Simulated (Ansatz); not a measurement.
Relaxation of C2H8AlNOSi (14 atoms, charge 0, multiplicity 1), to a largest force component of 0.02 eV/Å in at most 50 steps.

These are results of RKS PBE-D4/STO-3G (Ansatz), not measurements.

```xyz
14
Properties=species:S:1:pos:R:3
C -1.715 0.517 -1.422
N -0.896 0.168 -0.328
C -1.448 -0.472 0.827
O -2.578 -0.670 0.960
Al 1.017 0.315 -0.544
Si 2.454 -0.405 1.189
H -1.976 -0.327 -2.047
H -2.667 1.021 -1.052
H -1.266 1.341 -2.031
H -0.749 -0.791 1.657
H 1.617 0.954 -1.838
H 3.871 -0.186 0.810
H 2.184 -1.829 1.407
H 2.139 0.337 2.442
```

**Question.** Where does it end, and by what steps?

**Answer.** It converged. Limits of this set-up: minimal basis. After 19 steps the energy has fallen by 1.476 eV; H8 moved furthest, 0.67 Å. The start is strongly strained (largest force component 13 eV/Å).

```json
{"step": "0", "energy less start (eV)": "0.0000", "largest force component (eV/Å)": "12.582", "accepted": "yes"}
{"step": "1", "energy less start (eV)": "-1.3466", "largest force component (eV/Å)": "2.049", "accepted": "yes"}
{"step": "2", "energy less start (eV)": "-1.4325", "largest force component (eV/Å)": "0.558", "accepted": "yes"}
{"step": "3", "energy less start (eV)": "-1.4212", "largest force component (eV/Å)": "0.681", "accepted": "no"}
{"step": "4", "energy less start (eV)": "-1.4474", "largest force component (eV/Å)": "0.207", "accepted": "yes"}
{"step": "5", "energy less start (eV)": "-1.4509", "largest force component (eV/Å)": "0.046", "accepted": "yes"}
{"step": "6", "energy less start (eV)": "-1.4512", "largest force component (eV/Å)": "0.029", "accepted": "yes"}
{"step": "7", "energy less start (eV)": "-1.4519", "largest force component (eV/Å)": "0.032", "accepted": "yes"}
{"step": "8", "energy less start (eV)": "-1.4526", "largest force component (eV/Å)": "0.094", "accepted": "yes"}
{"step": "9", "energy less start (eV)": "-1.4536", "largest force component (eV/Å)": "0.171", "accepted": "yes"}
{"step": "10", "energy less start (eV)": "-1.4557", "largest force component (eV/Å)": "0.175", "accepted": "yes"}
{"step": "11", "energy less start (eV)": "-1.4268", "largest force component (eV/Å)": "0.700", "accepted": "no"}
{"step": "12", "energy less start (eV)": "-1.4626", "largest force component (eV/Å)": "0.056", "accepted": "yes"}
{"step": "13", "energy less start (eV)": "-1.4669", "largest force component (eV/Å)": "0.139", "accepted": "yes"}
{"step": "14", "energy less start (eV)": "-1.4554", "largest force component (eV/Å)": "0.544", "accepted": "no"}
{"step": "15", "energy less start (eV)": "-1.4716", "largest force component (eV/Å)": "0.055", "accepted": "yes"}
{"step": "16", "energy less start (eV)": "-1.4736", "largest force component (eV/Å)": "0.189", "accepted": "yes"}
{"step": "17", "energy less start (eV)": "-1.4745", "largest force component (eV/Å)": "0.153", "accepted": "yes"}
{"step": "18", "energy less start (eV)": "-1.4757", "largest force component (eV/Å)": "0.049", "accepted": "yes"}
{"step": "19", "energy less start (eV)": "-1.4760", "largest force component (eV/Å)": "0.012", "accepted": "yes"}
```

```xyz
14
Properties=species:S:1:pos:R:3
C -1.721 0.533 -1.428
N -0.718 0.141 -0.376
C -1.364 -0.328 0.832
O -2.615 -0.398 1.001
Al 1.056 0.242 -0.594
Si 2.362 -0.435 1.166
H -1.621 -0.087 -2.345
H -2.722 0.359 -0.970
H -1.623 1.602 -1.713
H -0.584 -0.619 1.601
H 1.490 0.769 -1.940
H 3.785 -0.252 0.915
H 2.187 -1.847 1.483
H 2.073 0.291 2.397
```

The run took 86 s on 1 thread of Arm Neoverse V1, on a shared host, peak memory 0.18 GiB.
